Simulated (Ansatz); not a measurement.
```xyz
8

O    -2.704   -0.615    0.182
C    -1.633   -0.823   -0.170
B    -0.265   -1.046   -0.594
Si    0.854    0.290    0.002
O     0.354    1.564    0.896
H     0.073   -1.982   -1.244
H     2.317    0.397   -0.236
H     1.004    2.215    1.165
```

Charge 0, multiplicity 1. The bonds changed during the relaxation, so this is another structure than the one it started from.

(1) List the PBE0/def2-TZVPP orbital energies in eV (Ansatz). (Estimate.)

Results:

(1) The calculation gave: Occupied: -1803.64, -524.70, -523.65, -281.40, -183.53, -145.91, -100.64, -100.57, -100.47, -31.66, -29.04, -18.00, -16.26, -14.63, -13.59, -13.02, -12.89, -11.38, -10.88, -10.46, -9.23, -5.93. Lowest empty: -1.75, -1.09, -0.25, 1.46, 1.81, 1.90, 2.26, 2.61.
